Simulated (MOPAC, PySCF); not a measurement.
C₈H₁₀N₂, SMILES `Cn1ccc2c1ccn2C`, neutral singlet in the gas phase. 

Cartesian coordinates (Å):
```xyz
20

C      3.0491    -0.1468    -0.1670
N      1.6495    -0.4993    -0.1707
C      1.1181    -1.7675    -0.3892
C     -0.2768    -1.7351    -0.3195
C     -0.5978    -0.3715    -0.0439
C      0.5978     0.3715     0.0439
C      0.2768     1.7351     0.3195
C     -1.1181     1.7675     0.3892
N     -1.6495     0.4993     0.1707
C     -3.0491     0.1468     0.1670
H      3.6570    -1.0489    -0.3674
H      3.3577     0.2709     0.8155
H      3.2772     0.6087    -0.9495
H      1.7870    -2.6142    -0.5818
H     -0.9441    -2.5927    -0.4532
H      0.9441     2.5927     0.4532
H     -1.7870     2.6142     0.5818
H     -3.6570     1.0489     0.3674
H     -3.3577    -0.2709    -0.8155
H     -3.2772    -0.6087     0.9495
```
Charge 0, spin multiplicity 1.

All levels are single points at this geometry (PBE-D3(BJ)/def2-SVP); Pople sets use spherical d functions. Orbital energies aren't observables, and empty levels follow the basis.

B3LYP/6-311+G** in PySCF gives dipole (D) = 0.00.

Task: Estimate the dipole (D) from each of these levels: PBE-D3(BJ)/def2-TZVP in PySCF; B3LYP/3-21G in PySCF; B3LYP/6-31G* in PySCF; BP86/6-31G* in PySCF; PBE/6-31G* in PySCF; SVWN5/6-31G* in PySCF; HF/3-21G in PySCF; HF/STO-3G in PySCF; AM1 in MOPAC; PM3 in MOPAC; PM6 in MOPAC; PM7 in MOPAC.

Result: 
```json
[
 {"level": "PBE-D3(BJ)/def2-TZVP in PySCF", "dipole (D)": "0.00"},
 {"level": "B3LYP/3-21G in PySCF", "dipole (D)": "0.00"},
 {"level": "B3LYP/6-31G* in PySCF", "dipole (D)": "0.00"},
 {"level": "BP86/6-31G* in PySCF", "dipole (D)": "0.00"},
 {"level": "PBE/6-31G* in PySCF", "dipole (D)": "0.00"},
 {"level": "SVWN5/6-31G* in PySCF", "dipole (D)": "0.00"},
 {"level": "HF/3-21G in PySCF", "dipole (D)": "0.00"},
 {"level": "HF/STO-3G in PySCF", "dipole (D)": "0.00"},
 {"level": "AM1 in MOPAC", "dipole (D)": "0.00"},
 {"level": "PM3 in MOPAC", "dipole (D)": "0.00"},
 {"level": "PM6 in MOPAC", "dipole (D)": "0.00"},
 {"level": "PM7 in MOPAC", "dipole (D)": "0.00"}
]
```
